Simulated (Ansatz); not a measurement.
Geometry optimisation, UKS PBE/def2-SVP (Ansatz 0.2.0).

The input (input.yaml):

```yaml
crystal:
  periodic: [false, false, false]
  atoms:
    - { symbol: Ta, position_ang: [0.0, 0.0, 0.0] }
    - { symbol: F, position_ang: [2.18, 0.0, 0.0] }
    - { symbol: F, position_ang: [0.0, 0.0, 1.93] }
    - { symbol: Cl, position_ang: [0.0, 0.0, -2.47] }
    - { symbol: Cl, position_ang: [-1.235, 2.139, 0.0] }
    - { symbol: Cl, position_ang: [-1.235, -2.139, 0.0] }
    - { symbol: "N", position_ang: [3.76, 0.0, 0.0] }
    - { symbol: H, position_ang: [4.29, -0.8824, 0.2531] }
    - { symbol: H, position_ang: [4.29, 0.8824, -0.2531] }
magnetization:
  spin_polarized: true
  initial_magnetization: 1
basis:
  gaussian: { orbitals: def2-SVP }
hamiltonian:
  xc: pbe
relax:
  f_tol: 0.15
  max_steps: 25
  restrain:
    - { distance: [1, 6], at: 2.48, k: 30.0 }
    - { distance: [0, 1], at: 1.93, k: 30.0 }
output:
  orbitals: {}
```

Launched with:

```bash
$ ansatz run input.yaml --threads 4 --pin off --max-ram 5120MiB --backend cpu --events-out ev --progress --plain --runs-dir out
```

Task: Where does it end, and by what steps?

Result: The forces met the threshold. The restraints hold the end off the free minimum; the threshold counts their pulls, which the force column leaves out. Restrained pairs: F2–N7 (1.58 → 2.49 Å), Ta1–F2 (2.18 → 1.91 Å). After 9 steps the energy has fallen by 3.744 eV (the restraints' own energy left out); N7 moved furthest, 0.69 Å.

```csv
step,energy less start (eV),largest force component (eV/Å),accepted
0,0.0000,4.484,yes
1,-1.4948,6.178,yes
2,-2.4697,2.139,yes
3,-2.6860,3.312,yes
4,-3.4082,1.772,yes
5,-3.6876,1.044,yes
6,-3.6565,1.785,yes
7,-3.7040,1.385,yes
8,-3.7221,1.241,yes
9,-3.7445,1.014,yes
```

```xyz
9
Properties=species:S:1:pos:R:3
Ta -0.082 -0.014 -0.071
F 1.822 -0.063 -0.147
F 0.130 -0.049 1.811
Cl -0.057 0.020 -2.415
Cl -1.268 1.945 0.065
Cl -1.348 -1.925 0.007
N 4.219 0.218 0.471
H 4.319 -0.791 0.213
H 4.316 0.658 -0.474
```

The run took 69 s on 4 threads of Intel(R) Xeon(R) Platinum 8259CL CPU @ 2.50GHz (Skylake/Cascade Lake), on a shared host, peak memory 0.41 GiB.
